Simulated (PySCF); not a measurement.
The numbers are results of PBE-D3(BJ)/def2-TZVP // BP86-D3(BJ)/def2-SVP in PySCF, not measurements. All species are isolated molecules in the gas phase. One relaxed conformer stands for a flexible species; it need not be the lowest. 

Reference species: [Ti(Cl)4] (neutral, multiplicity 1).

```
Quantity               Result
-------------------  --------
HOMO                 -8.26 eV
coordination number         4
```

Changed species: [Ti(OH)4] (4 of 4 Cl replaced by OH; the reference has 0 of 4 Cl replaced by OH).

Q: What does the change do to the HOMO and coordination number?

A: the HOMO rises by 0.96 eV, to -7.30 eV; the coordination number hardly moves.
